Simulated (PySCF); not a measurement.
BeHIS, SMILES [SH][Be][I].

Geometry: B3LYP-D3(BJ)/def2-TZVP. The def2 effective core potentials stand for the cores of I; spin–orbit coupling is left out. The values are those of a single conformer.

Computed with PySCF with IEF-PCM-M06-2X/def2-SVP.

The values are the electrostatic part of the solvation free energy, E(continuum) − E(gas) at the gas-phase geometry, in a cavity of scaled van der Waals radii (PySCF's table); cavitation and dispersion terms are not included. A continuum can't describe solvent molecules that bind to the metal. In vacuum the orbital gap is 8.42 eV. The dipole moment in vacuum is 1.03 D.

```csv
solvent,ε,ΔG(elec) (kcal/mol),dipole (D),gap (eV)
water,78.36,…,…,…
cyclohexanone,15.62,-5.5,1.41,8.77
n-hexane,1.88,-2.0,1.16,8.54
```

Complete the blanks. (The exact figures need the calculation; the answer reports its results.)


- water, ΔG(elec) (kcal/mol): -6.1
- water, dipole (D): 1.45
- water, gap (eV): 8.81
